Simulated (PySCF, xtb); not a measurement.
SiFHI₂, SMILES F[SiH](I)I.

Harmonic wavenumbers (cm⁻¹) from GFN2-xTB (xtb) at its own minimum, in rising order: 76, 159, 185, 363, 480, 644, 651, 862, 2474.

Task: What does PBE0-D3(BJ)/def2-SVP (PySCF 2.14.0) give at its own minimum? (An estimate is asked for; the answer gives what the named calculation found.)

Result: 86, 183, 210, 346, 433, 752, 801, 914, 2298. Paired by order, the mean absolute difference is 68 cm⁻¹ and the zero-point energies are 8.4 and 8.6 kcal/mol.
